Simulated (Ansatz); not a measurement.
Stepwise reaction of `[CH3][Ti]([CH3])([OH])[OH]` with hydrogen fluoride, as a gas-phase model of exchange steps in deposition or etching. ΔE in kJ/mol; ΔG adds harmonic PBE0-D4 terms to CCSD(T)/CBS, at 1 bar.

Program: Ansatz. Geometries: PBE0-D4/def2-TZVP. ΔE: electronic, gas phase. CCSD(T)/CBS is the MP2 limit (def2-TZVPP, def2-QZVPP) plus CCSD(T) − MP2 in def2-TZVPP, frozen cores. This one scheme is used for every species. Functionals use def2-TZVPP. B3LYP here is the variant with VWN-RPA as its local correlation; programs differ in this. For Ti outer-core shells are correlated without core-valence functions, which leaves a few kJ/mol of doubt a bond. Scalar relativity is left out up to krypton. One conformer a species, not always the lowest.

```csv
step,reaction,PBE-D4,B3LYP-D4,ωB97M-V,CCSD(T)/CBS,ΔG(400 K)
1,`[CH3][Ti]([CH3])([OH])[OH]` + H–F → `[CH3][Ti]([OH])([OH])[F]` + CH₄,-226.0,-226.8,-222.1,-209.9,-195.8
2,`[CH3][Ti]([OH])([OH])[F]` + H–F → `[OH][Ti]([OH])([F])[F]` + CH₄,-203.9,-203.4,-198.3,-182.9,-173.1
```

(1) By hand: ΔE of the 2 steps together at CCSD(T)/CBS.

Results:

(1) (-209.9) + (-182.9) = -392.8 kJ/mol, or -196.4 kJ/mol a step.

In ΔE each step is higher than the one before. All are downhill at CCSD(T)/CBS. ΔG lies between -195.8 and -173.1 kJ/mol a step. PBE-D4 differs from CCSD(T)/CBS by -21.0 to -16.1 kJ/mol a step. Only this route is followed, and other bonds may react first. Isolated molecules leave out the surface, adducts and barriers. Largest T1 diagnostic: 0.023.
